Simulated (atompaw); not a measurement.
**Which change was made? (Cr, PAW (atompaw))**

atompaw 4.2.0.5 input, output lines left out:

```
Cr 24
GGA-PBE scalarrelativistic loggrid 1500 logderivrange -3 5 201
4 4 3 0 0 0
4 0 0.5
4 1 0
3 2 5
0 0 0
c
c
c
v
c
c
v
v
2
3.00 2.90 2.15 2.20
y
0.65
n
y
0.8
n
y
0.75
n
custom rrkj gramschmidtortho sinc
3 1 troulliermartins
3.00
2.60
3.00
3.00
2.10
2.10
```

Cutoffs, loose and tight: the cutoffs (Ry, on a coarse ladder) from which the occupation-weighted sum of valence levels, in a spherical-Bessel basis at the reference potential, stays within 10 and 1 mRy of its value at 400 Ry. They see the waves, projectors and local potential, not the compensation charge or the core.

The base gives: outcome: generated; cutoff, loose: 21 Ry; cutoff, tight: 35 Ry; bound ghosts: s.

(1) After one change the result is: outcome: generated; cutoff, loose: 21 Ry; cutoff, tight: 35 Ry; bound ghosts: none. Which change was it?
A. wave 3d (bound): rc 2.10 bohr becomes 3d (bound): rc 2.74 bohr
B. core [Ne] 3s2, valence charge 12; reference 3p6 3d5 4s0.5 4p0.5; waves now 4s (bound): rc 3.00 bohr; 4s channel at 2.95 Ry: rc 3.00 bohr; 3p (bound): rc 1.15 bohr; 4p (bound): rc 3.00 bohr; 3d (bound): rc 1.55 bohr; 3d channel at 2 Ry: rc 1.55 bohr; local potential troulliermartins scheme with l = 3 at 1 Ry, radius 2.60 bohr; core correction smooth core density matched at 2.75 bohr; augmentation sinc compensation charge, radius 2.50 bohr; PAW radius 3.00 bohr; waves and projectors: custom rrkj gramschmidtortho
C. all radii scaled by about 0.84 (s 2.52, p 2.52, d 1.76 bohr); local potential troulliermartins scheme with l = 3 at 1 Ry, radius 1.80 bohr; augmentation sinc compensation charge, radius 2.44 bohr; PAW radius 2.52 bohr; waves and projectors: custom rrkj gramschmidtortho; core correction smooth core density matched at 1.84 bohr
D. reference 3d5 4s0.75 4p0.25
E. augmentation sinc compensation charge, radius 2.90 bohr; PAW radius 3.00 bohr; waves and projectors: modrrkj vanderbiltortho

## Answers

(1) D. The others give: core [Ne] 3s2, valence charge 12; reference 3p6 3d5 4s0.5 4p0.5; waves now 4s (bound): rc 3.00 bohr; 4s channel at 2.95 Ry: rc 3.00 bohr; 3p (bound): rc 1.15 bohr; 4p (bound): rc 3.00 bohr; 3d (bound): rc 1.55 bohr; 3d channel at 2 Ry: rc 1.55 bohr; local potential troulliermartins scheme with l = 3 at 1 Ry, radius 2.60 bohr; core correction smooth core density matched at 2.75 bohr; augmentation sinc compensation charge, radius 2.50 bohr; PAW radius 3.00 bohr; waves and projectors: custom rrkj gramschmidtortho → outcome: generated; cutoff, loose: 60 Ry; cutoff, tight: 110 Ry; bound ghosts: none | augmentation sinc compensation charge, radius 2.90 bohr; PAW radius 3.00 bohr; waves and projectors: modrrkj vanderbiltortho → outcome: failed: atompaw: The overlap operator has at least one negative eigenvalue! | wave 3d (bound): rc 2.10 bohr becomes 3d (bound): rc 2.74 bohr → outcome: generated; cutoff, loose: 12 Ry; cutoff, tight: 15 Ry; bound ghosts: s | all radii scaled by about 0.84 (s 2.52, p 2.52, d 1.76 bohr); local potential troulliermartins scheme with l = 3 at 1 Ry, radius 1.80 bohr; augmentation sinc compensation charge, radius 2.44 bohr; PAW radius 2.52 bohr; waves and projectors: custom rrkj gramschmidtortho; core correction smooth core density matched at 1.84 bohr → outcome: generated; cutoff, loose: 35 Ry; cutoff, tight: 50 Ry; bound ghosts: s.
